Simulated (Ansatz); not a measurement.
Ansatz (an electronic-structure program) input:

Ansatz 0.2 input:
```yaml
crystal:
  periodic: [false, false, false]
  atoms:
    - {symbol: Al, position_ang: [0.94667955, -0.76101711, -0.72915767]}
    - {symbol: O, position_ang: [2.13011332, 0.02149226, -1.54771007]}
    - {symbol: Br, position_ang: [-0.83850687, 0.27775098, 0.62459230]}
basis:
  gaussian:
    orbitals: def2-TZVP
hamiltonian:
  xc: b3lyp
  dispersion: d3bj
total_charge: -1
magnetization: {spin_polarized: true, initial_magnetization: 1}
phonons: {temperatures: {t_min: 298.15, t_max: 298.15, t_step: 100}}
```

Task: Predict the final energy.

Result: -2892.01872 Eh (B3LYP-D3(BJ)/def2-TZVP). The basis has 116 functions.
